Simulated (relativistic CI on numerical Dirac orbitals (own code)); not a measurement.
## Ba VIII: calculation against measurement

Computed by Dirac-Coulomb-Breit CI, separate exchange-only KLI orbitals for each configuration, model QED, valence Slater integrals scaled by 0.9, configuration energies shifted to the measured levels that pair with them (semi-empirical) (own radial code, finite nucleus).

CI space (outside the closed core [Kr]): 4d10 5s2 5p, 4d10 5s 5p2, 4d10 5s2 4f, 4d10 5s2 5d, 4d10 5s 5p 4f, 4d10 5p3, 4d10 5s2 6s, 4d10 5s 5p 5d, 4d10 5s2 6p, 4d10 5s2 5f, 4d10 5s 5p 6s, 4d10 5p 4f2, 4d10 5s 4f2, 4d10 5p2 4f, 4d10 5s2 5g, 4d10 5p 5d2, 4d10 5s 5p 5f, 4d10 5s 4f 5d, 4d10 5p2 5d, 4d10 5s 5p 5g, 4d10 5s 4f 6s, 4d10 5s 5d2, 4d10 5p2 6s, 4d10 5s2 6d, 4d10 5p 4f 5d, 4d9 5s2 5p 4f, 4d10 5s 5d 6s, 4d10 5s2 7s, 4d10 5s 4f 5f, 4d10 5p 5f2. Levels of other configurations are missing.

```tsv
Configuration	Term (tabulated)	J	Measured (cm⁻¹)	Computed	Error	Purity (%)
4d10 5s2 5p	2P°	1/2	0.0	0	0	98
4d10 5s2 5p	2P°	3/2	23592.0	23064	-528	98
4d10 5s 5p2	4P	1/2	115922.0	115912	-10	92
4d10 5s 5p2	4P	3/2	128550.0	128078	-472	98
4d10 5s2 4f	2F°	5/2	137385.0	137491	106	98
4d10 5s 5p2	4P	5/2	137739.0	137272	-467	82
4d10 5s2 4f	2F°	7/2	138675.0	138569	-106	98
4d10 5s 5p2	2D	3/2	157727.0	157735	8	85
4d10 5s 5p2	2D	5/2	165778.0	165350	-428	75
4d10 5s 5p2	2P	1/2	174563.0	175830	1267	64
4d10 5s 5p2	2S	1/2	199015.0	199528	513	63
4d10 5s 5p2	2P	3/2	200220.0	200989	769	90
4d10 5s2 5d	2D	3/2	230416.0	230505	89	82
4d10 5s2 5d	2D	5/2	234064.0	233982	-82	83
4d10 5s 5p 4f	4G	5/2	243636.0	244808	1172	61
4d10 5s 5p 4f	4F	3/2	250399.0	249815	-584	88
4d10 5s 5p 4f	4F	9/2	250909.0	250765	-144	57
4d10 5s 5p 4f	4D	5/2	272237.0	271175	-1062	75
4d10 5s 5p 4f	4D	3/2	274837.0	273589	-1248	92
4d10 5s 5p 4f	4D	1/2	275994.0	274974	-1020	100
4d10 5s 5p 4f	2D	5/2	281118.0	281727	609	74
4d10 5s 5p 4f	2G	9/2	284034.0	282325	-1709	96
4d10 5s 5p 4f	2D	3/2	289185.0	289329	144	93
4d10 5p3	4S°	3/2	302663.0	302663	0	62
4d10 5p3	2D°	5/2	304207.0	302056	-2151	74
4d10 5s 5p 4f	2G	9/2	305192.0	311838	6646	95
4d10 5s 5p 4f	2D	3/2	311771.0	319073	7302	93
4d10 5s 5p 4f	2D	5/2	313718.0	320636	6918	92
4d10 5s2 6s	2S	1/2	326361.0	326361	0	98
4d10 5p3	2P°	1/2	326500.0	326932	432	84
4d10 5s 5p 5d	4F°	3/2	326769.0	325380	-1389	93
4d10 5s 5p 5d	4F°	5/2	330877.0	329993	-884	91
4d10 5s 5p 5d	4F°	7/2	338839.0	337173	-1666	90
4d10 5s 5p 5d	4P°	5/2	346114.0	346114	0	59
4d10 5s 5p 5d	4D°	3/2	348042.0	348508	466	56
4d10 5s 5p 5d	4D°	1/2	349103.0	349480	377	83
4d10 5s 5p 5d	4D°	7/2	364211.0	363442	-769	87
4d10 5s 5p 5d	4D°	5/2	364946.0	364297	-649	56
4d10 5s 5p 5d	4P°	1/2	365830.0	363738	-2092	88
4d10 5s2 6p	2P°	1/2	378471.0	379858	1387	97
4d10 5s 5p 5d	2F°	7/2	382024.0	382446	422	88
4d10 5s2 6p	2P°	3/2	388820.0	387430	-1390	78
4d10 5s 5p 5d	2F°	7/2	396547.0	398827	2280	66
4d10 5s 5p 5d	2P°	1/2	397828.0	400610	2782	73
4d10 5s 5p 5d	2P°	1/2	403267.0	411230	7963	65
4d10 5s2 5f	2F° †	5/2	439252.0	439479	227	68
4d10 5s2 5f	2F° †	7/2	439351.0	439236	-115	72
4d10 5s 5p 6s	4P°	1/2	442336.0	442162	-174	93
4d10 5s 5p 6s	4P°	3/2	448109.0	448284	175	90
```

Measured levels from Sansonetti and Curry, J. Phys. Chem. Ref. Data 39, 043103 (2010); pairs were made by configuration, J and term (by order where the table uses no LS term), so strongly mixed levels may be paired wrongly.

Mean error by configuration (cm⁻¹): 4d10 5s2 5p -528; 4d10 5s 5p2 147; 4d10 5s2 4f 0; 4d10 5s2 5d 4; 4d10 5s 5p 4f 1419; 4d10 5p3 -573; 4d10 5s2 6s 0; 4d10 5s 5p 5d 526; 4d10 5s2 6p -1; 4d10 5s 5p 6s 0. Over the excited levels the mean absolute error is 1323 cm⁻¹ (48 of the 69 excited levels that our extract of the source holds in range could be paired, and the others can miss by more), and the median relative error of those above 1,000 cm⁻¹ is 0.26 %, both after the shifts were fitted to these levels, so that a configuration with one level shows no error. † marks terms whose computed intervals miss the measured ones by more than a factor of 2.5, or configurations far off the rest, from wrong mixing, a near crossing or a doubtful label or measurement; they are left out of the means.

Configurations whose levels could be paired with our table of measured levels were shifted onto them, all but the ground configuration, by the median error of their levels; single terms can still be off by 1,000 to 2,000 cm⁻¹ or more, and rates follow the energies as ν³ (E1, M1) or ν⁵ (E2). The others borrow a shift and can be off by several thousand cm⁻¹ or more. Levels and lines within the n = 5 or 6 shells can be off by up to 10 % or somewhat more, and those that change n by about 2 %, since core polarisation is missing. 48 of the 69 excited levels that our extract of the measured tables holds in this range could be paired (the sources list more); they are missed by 1275 cm⁻¹ on average and 7963 at most, after the shifts were fitted to these levels, and levels without a partner can miss by more. Levels that differ in their count of f electrons can be misplaced by several ten thousand cm⁻¹, since the correlation energy of f electrons is missing or only estimated; rates across such gaps can be off by orders of magnitude.

Shifts applied (cm⁻¹): 4d10 5s2 5p 0; 4d10 5s 5p2 4388; 4d10 5s2 4f -3014; 4d10 5s2 5d -1790; 4d10 5s 5p 4f 1863; 4d10 5p3 -434; 4d10 5s2 6s -4578; 4d10 5s 5p 5d -1061; 4d10 5s2 6p -9055; 4d10 5s2 5f -17714; 4d10 5s 5p 6s 469.
